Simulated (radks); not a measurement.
Values are calculated unless marked as measured or tabulated.
All-electron atom: Ir LXIII in [Ne] 3s2 3p3. Code: a radial shooting solver on a logarithmic mesh with Libxc functionals. Model: Dirac Kohn-Sham, exchange-only PBE, spin-unpolarised, spherical densities, finite nucleus; open shells fill j = l - 1/2 first; Fermi nuclear charge, rms radius 5.4032 fm.

Unscreened Slater integrals over Kohn-Sham orbitals (cm^-1). Large and small components are both included.

| integral | value |
|---|---|
| F0(3p3/2,3p3/2) | 1116400 |
| F2(3p3/2,3p3/2) | 554090 |
| F0(3p3/2,3p1/2) | 1155100 |
| G2(3p3/2,3p1/2) | 554220 |
| F0(3p3/2,3s1/2) | 1117800 |
| G1(3p3/2,3s1/2) | 719740 |
| F0(3p3/2,2p3/2) | 1475800 |
| F2(3p3/2,2p3/2) | 392140 |
| G0(3p3/2,2p3/2) | 157710 |
| G2(3p3/2,2p3/2) | 173670 |
| F0(3p1/2,3p1/2) | 1200200 |
| F0(3p1/2,3s1/2) | 1156400 |
| G1(3p1/2,3s1/2) | 713110 |
| F0(3p1/2,2p3/2) | 1566200 |
| G2(3p1/2,2p3/2) | 172700 |
| F0(3s1/2,3s1/2) | 1121800 |
| F0(3s1/2,2p3/2) | 1463200 |
| G1(3s1/2,2p3/2) | 151630 |
| F0(2p3/2,2p3/2) | 2960400 |
| F2(2p3/2,2p3/2) | 1410100 |
